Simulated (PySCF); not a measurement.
Compound: C5H11GeNO.
Atom-mapped SMILES: `[NH2:1][C:2](=[O:3])[GeH:4]1[CH2:5][CH2:6][CH2:7][CH2:8]1` (hydrogens: H9, H10 on N1; H11 on Ge4; H12, H13 on C5; H14, H15 on C6; H16, H17 on C7; H18, H19 on C8)

Computed, not measured: PBE0-D3(BJ)/def2-SVP geometry optimisation, gas phase in PySCF.

**Question.** What internal coordinates does the optimisation give?

**Answer.** 
| bond | length (Å) |
| --- | --- |
| N1–C2 | 1.355 |
| C2=O3 | 1.217 |
| C2–Ge4 | 1.996 |
| Ge4–C5, Ge4–C8 | 1.967 |
| C5–C6, C7–C8 | 1.534 |
| C6–C7 | 1.532 |
| N1–H9 | 1.010 |
| N1–H10 | 1.015 |
| Ge4–H11 | 1.549 |
| C5–H12, C8–H18 | 1.101 |
| C5–H13, C8–H19 | 1.101 |
| C6–H14, C7–H17 | 1.103 |
| C6–H15, C7–H16 | 1.104 |

Bonds in one row agree within 0.01 Å and their mean is given. A selection of angles:
| angle | degrees |
| --- | --- |
| C2–N1–H9 | 121.8 |
| C2–N1–H10 | 119.0 |
| H9–N1–H10 | 119.2 |
| N1–C2–O3 | 123.2 |
| N1–C2–Ge4 | 119.3 |
| O3–C2–Ge4 | 117.6 |
| C2–Ge4–C5 | 107.9 |
| C2–Ge4–C8 | 108.6 |
| C2–Ge4–H11 | 112.6 |
| C5–Ge4–C8 | 93.6 |
| C5–Ge4–H11 | 116.7 |
| C8–Ge4–H11 | 115.8 |
| Ge4–C5–C6 | 103.4 |
| Ge4–C5–H12 | 106.7 |
| Ge4–C5–H13 | 114.4 |
| C6–C5–H12 | 110.8 |
| C6–C5–H13 | 113.3 |
| H12–C5–H13 | 108.1 |
| C5–C6–C7 | 109.7 |
| C5–C6–H14 | 111.4 |
| C5–C6–H15 | 109.5 |
| C7–C6–H14 | 110.8 |
| C7–C6–H15 | 108.9 |
| H14–C6–H15 | 106.3 |
| C6–C7–H16 | 111.0 |
| C6–C7–H17 | 108.8 |
| C8–C7–H16 | 111.6 |
| C8–C7–H17 | 108.8 |
| H16–C7–H17 | 106.9 |
| C7–C8–H18 | 112.8 |
| C7–C8–H19 | 111.4 |
| Ge4–C8–C7 | 102.2 |
| Ge4–C8–H18 | 112.9 |
| Ge4–C8–H19 | 109.6 |

Torsions: N1–C2–Ge4–C5 -133° (anticlinal); C2–Ge4–C5–C6 -121° (anticlinal); Ge4–C5–C6–C7 35° (synclinal); C5–C6–C7–C8 -53° (synclinal); C6–C7–C8–Ge4 40° (synclinal); C2–Ge4–C8–C7 94° (anticlinal). The mirror-image conformer, all signs reversed, is as good.

N1 (nitrogen bound to a carbonyl carbon) is planar (angles 121.8°, 119.2° and 119.0°, sum 360.0°, 0.01 Å off the plane of its three neighbours). The 5-membered ring Ge4–C5–C6–C7–C8 has internal angles of 93.6° to 109.7° (sum 519°, against 540° for a flat polygon); it is puckered, 0.20 Å rms from its mean plane, widest ring torsion 53°. The 3 C–Ge bonds span 1.966 Å (Ge4–C8, drawn single) to 1.996 Å (C2–Ge4, drawn single), a spread of 0.030 Å. Ge4 (germanium bonded to 3 C and H) has angles from 93.6° to 116.7°. All 3 C–C bonds measure 1.532 to 1.535 Å.

Point group: C1 (no symmetry element, even within 0.4 Å). PBE0-D3(BJ)/def2-SVP frequencies: not computed here. The numbers are those of one conformer (H–N1–C2–O3 -179° and -1°, N1–C2–Ge4–C5 -133°, C2–Ge4–C5–C6 -121°, Ge4–C5–C6–C7 35°, C5–C6–C7–C8 -53°, C6–C7–C8–Ge4 40°).
